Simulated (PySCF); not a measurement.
## Correlation energy of Au⁺ (gold, charge +1)

[Xe] 4f14 5d9 6s1, high-spin 3D determinant (an excited configuration). Computed with PySCF 2.14 in x2c-TZVPPall with one added diffuse shell each of s, p, d, f type (12s8p8d4f1g, 113 functions), with scalar relativity by spin-free X2C-1e. Frozen: [Kr] 4d10 4f14; 18 electrons correlated.

```
  level  correlation energy (mhartree)
   CCSD                        -502.52
    (T)                         -13.86
CCSD(T)                        -516.38
```

Diagnostics: T1 = 0.0084, D1 = 0.0308, largest double amplitude 0.018.

Question: Is a single reference adequate?

Answer: Yes, within this model without spin-orbit coupling: T1 lies below 0.03 and no double amplitude reaches 0.07.

This basis was not built for core-valence correlation, so the inner-shell part is incomplete.
